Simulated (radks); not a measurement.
Results of a calculation; reference values are marked as such.
Task: Radial electron density D(r) = 4 pi r^2 rho(r) of an atom or ion with 20 electrons. Level of theory: Dirac Kohn-Sham, PBE, spin-unpolarised, spherical densities, finite nucleus; Fermi nuclear charge, rms radius of each element as measured or else 0.836 A^(1/3) + 0.57 fm (a radial shooting solver on a logarithmic mesh with Libxc functionals).

r (bohr),D(r) (e/bohr)
0.006853,4.214
0.007726,5.118
0.008711,6.183
0.009822,7.425
0.01107,8.857
0.01239,10.37
0.01397,12.18
0.01575,14.17
0.01775,16.31
0.02002,18.55
0.02257,20.82
0.02525,22.87
0.02846,24.90
0.03209,26.62
0.03618,27.91
0.0408,28.64
0.04563,28.75
0.05145,28.26
0.05801,27.20
0.06541,25.76
0.07375,24.20
0.08315,22.88
0.093,22.17
0.1049,22.22
0.1182,23.24
0.1333,25.11
0.1503,27.47
0.1695,29.71
0.1895,31.10
0.2137,31.25
0.241,29.68
0.2717,26.47
0.3063,22.13
0.3426,17.81
0.3863,13.78
0.4356,11.10
0.4911,10.06
0.5537,10.40
0.6243,11.43
0.6983,12.29
0.7873,12.46
0.8877,11.59
1.001,9.799
1.128,7.517
1.272,5.222
1.423,3.397
1.605,1.946
1.809,1.010
2.04,0.4745
2.3,0.2015
2.593,0.07674
2.9,0.02795
3.27,0.008277
3.687,0.002079

What is the nuclear charge?

Result: Z = 24. The innermost maximum, from 1s, lies near gamma/Z bohr with gamma = sqrt(1 - (Z/c)^2) = 0.985, here 0.041 bohr (found: 0.0442), and its height grows with Z. The density is that of the chromium ion Cr4+ in [Ne] 3s1.5 3p6 3d2.5; the configuration itself is not fixed sharply by these data, and Z only to about a unit. D(r) has 3 maxima, at r = 0.0442, 0.204, 0.756 bohr, and minima at 0.0984, 0.503 bohr, inside which lie 2.14, 10.56 electrons.
